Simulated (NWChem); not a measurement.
# C₂H₅O₂ cation; SMILES COC=[OH+]

```xyz
9

C      0.5069    -1.4417    -0.0013
O     -0.6700    -0.5440    -0.0009
C     -0.5845     0.7180    -0.0003
O      0.4791     1.4338     0.0006
H      1.0792    -1.2728     0.9136
H      0.0760    -2.4399    -0.0068
H      1.0849    -1.2655    -0.9113
H     -1.5222     1.2718    -0.0005
H      1.3336     0.9515     0.0010
```
Atoms are numbered in this order, from 1.

Level: B3LYP/6-31G* (spherical d) (NWChem), optimised geometry, unscaled harmonic frequencies. B3LYP is NWChem's, with the RPA form of VWN correlation.

| frequency (cm⁻¹) | IR intensity (km/mol) |
|---|---|
| 130 | 0.1 |
| 260 | 2.3 |
| 328 | 0.2 |
| 691 | 173.2 |
| 693 | 49.0 |
| 836 | 44.3 |
| 1061 | 8.9 |
| 1152 | 130.4 |
| 1168 | 4.6 |
| 1213 | 23.4 |
| 1407 | 58.7 |
| 1417 | 72.6 |
| 1467 | 41.8 |
| 1493 | 3.7 |
| 1524 | 26.0 |
| 1696 | 429.8 |
| 3092 | 0.9 |
| 3194 | 0.0 |
| 3239 | 6.0 |
| 3249 | 15.1 |
| 3630 | 148.7 |

| Item | Result |
|---|---|
| zero-point energy | 47.1 kcal/mol |
| thermal correction to the enthalpy at 298.15 K (with zero-point energy) | 50.7 kcal/mol |
| heat capacity Cv | 15.0 cal/(mol K) |
| entropy at 298.15 K and 1 atm (symmetry number 1) | 69.0 cal/(mol K) |

Rigid rotor and harmonic oscillator.
